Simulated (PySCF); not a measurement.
Method used: delta-SCF UKS SCAN, pcX-2 on the ionised atom, pcseg-1 elsewhere, spin-free X2C in PySCF 2.14.0. Geometries: PBE0-D3(BJ)/def2-SVP; isolated species, one conformer each. Values against the vacuum level.

Question: Order these sites by rising C 1s binding energy.
A. C1 in `[CH2:1]=[CH:2][GaH2:3]`
B. Carbon in `[SiH3]/C=C\[SiH3]`
C. C8 in `[O:1]=[CH:2][c:3]1[p:4][cH:5][p:6][cH:7][c:8]1[F:9]`
D. C8 in `[O:1]=[CH:2][c:3]1[cH:4][cH:5][cH:6][p:7][c:8]1[F:9]`

Answer: B (290.19 eV), A (290.65 eV), D (292.96 eV), C (293.62 eV).

From the lowest up, the atoms are bonded to: C (double bond), H and Si (290.19); C (double bond) and 2 H (290.65); F, C (aromatic in the SMILES) and P (aromatic in the SMILES) (292.96); F and 2 C (aromatic in the SMILES) (293.62).

2 of these hole states are spin-contaminated (⟨S²⟩ up to 0.87, against 0.75; counted from 0.85) and less certain.
